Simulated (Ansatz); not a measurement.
Reactions of `O[SiH](O)C[SiH](F)F`.

Program: Ansatz. Geometries: PBE0-D4/def2-TZVP. ΔE: electronic, gas phase. CBS: MP2 limit from def2 TZ/QZ plus the TZ coupled-cluster correction, frozen cores. This one scheme is used for every species. Each species was taken in one conformer, which may not be the lowest.

Problem. Order these by ΔE at CCSD(T)/CBS, lowest first. (An estimate is asked.)
A. `O[SiH](O)C[SiH](F)F` + `C=C(O)F` → `C=C(F)[SiH](O)O` + `OC[SiH](F)F`
B. `O[SiH](O)C[SiH](F)F` + `[SiH3]S` → `O[SiH](O)S[SiH3]` + `C[SiH](F)F`
C. `O[SiH](O)C[SiH](F)F` + `C#N` → `N#C[SiH](F)F` + `C[SiH](O)O`
D. `O[SiH](O)C[SiH](F)F` + `[OH][AlH2]` → `F[SiH](F)C[O][AlH2]` + `O[SiH2]O`
E. `O[SiH](O)C[SiH](F)F` + `N[Si](F)(F)F` → `O[SiH](O)N[Si](F)(F)F` + `C[SiH](F)F`

Solution. E (-0.69 eV), B (-0.60 eV), C (-0.07 eV), A (+1.03 eV), D (+1.51 eV).

Largest T1 diagnostic: 0.014, for `C#N`.
